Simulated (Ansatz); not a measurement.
Input file:

```yaml
crystal:
  periodic: [false, false, false]
  atoms:
    - { symbol: Zr, position_ang: [0.0, 0.0, 0.0] }
    - { symbol: F, position_ang: [0.0, 0.0, 1.98] }
    - { symbol: O, position_ang: [1.952, 0.0, -0.6893] }
    - { symbol: H, position_ang: [2.2684, -0.9521, -0.806] }
    - { symbol: F, position_ang: [-0.9326, 1.6157, -0.6593] }
    - { symbol: O, position_ang: [-0.975, -1.6891, -0.6893] }
    - { symbol: H, position_ang: [-1.4296, -2.1548, 0.0831] }
basis:
  gaussian: { orbitals: def2-SVP }
hamiltonian:
  xc: pbe
relax:
  f_tol: 0.02
  max_steps: 40
```

Run as:

```bash
$ ansatz run input.yaml --threads 2 --pin off --max-ram 3072MiB --backend cpu --events-out ev --progress --plain --runs-dir out
```

Hardware: 2 threads of Arm Neoverse V1, on a shared host.

Q: Roughly how long does this run take, and how much memory?

A: 14 s, with a peak of 0.13 GiB, for 7 ionic steps.
